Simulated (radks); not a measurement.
The numbers below are computed, except where a source is named.
All-electron atom: Fe in [Ar] 3d6 4s2. Level of theory: scalar-relativistic Kohn-Sham, Slater X-alpha with alpha = 0.604, spin-polarised, spherical densities, finite nucleus; open shells are filled with parallel spins first; Fermi nuclear charge, rms radius 3.7377 fm (a radial shooting solver on a logarithmic mesh with Libxc functionals). Some entries of the table are withheld. Estimate them.

orbital,occ.,eigenvalue (eV),<1/r> (bohr^-1)
1s up,1,-6961.223,25.91
1s down,1,-6961.208,25.91
2s up,1,-811.8446,5.529
2s down,1,-809.9442,5.537
2p up,3,-691.3585,5.432
2p down,3,-689.8932,5.439
3s up,1,-92.3541,1.744
3s down,1,-88.1311,1.738
3p up,3,-58.8484,1.603
3p down,3,-54.7101,1.594
3d up,5,(1),(2)
4s up,1,-4.6021,(3)
4s down,1,-3.6647,(4)
3d down,1,(5),(6)

Answer. 
(1) 3d up eigenvalue (eV): -6.9992
(2) 3d up <1/r> (bohr^-1): 1.204
(3) 4s up <1/r> (bohr^-1): 0.4422
(4) 4s down <1/r> (bohr^-1): 0.4014
(5) 3d down eigenvalue (eV): -3.3473
(6) 3d down <1/r> (bohr^-1): 1.140
